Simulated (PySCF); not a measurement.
# Working out the ionisation energy of Zn⁺

Zn⁺ [Ar] 3d10 4s1 (2S) → Zn²⁺ [Ar] 3d10 (1S). All numbers are calculated (PySCF 2.14, the spin-free X2C one-electron Hamiltonian (Gaussian nucleus), in cc-pVTZ-DK (7s6p4d2f1g, 68 functions)). Frozen: [Ar]. Energies in hartree (1 hartree = 27.21139 eV):

```csv
part,Zn⁺ (lower),Zn²⁺ (upper)
UHF,-1793.980580,-1793.361079
MP2 opposite-spin,-0.295647,-0.276526
MP2 same-spin,-0.173838,-0.159597
```

Problem. What does Hartree-Fock give?

Solution. (-1793.361079) − (-1793.980580) = 0.619501 hartree = 16.857 eV.

Problem. What do MP2 and SCS-MP2 (6/5 opposite-spin, 1/3 same-spin) give?

Solution. The opposite-spin parts differ by 0.520 eV and the same-spin parts by 0.388 eV. MP2: 16.857 + (0.520) + (0.388) = 17.765 eV. SCS-MP2: 16.857 + 1.2 × (0.520) + (0.388)/3 = 17.610 eV.

Measured between the centres of the two terms (NIST): 17.964 eV, so MP2 (valence) is off by -0.199 eV.

What remains against the reference includes basis incompleteness, the frozen core and correlation beyond second order.
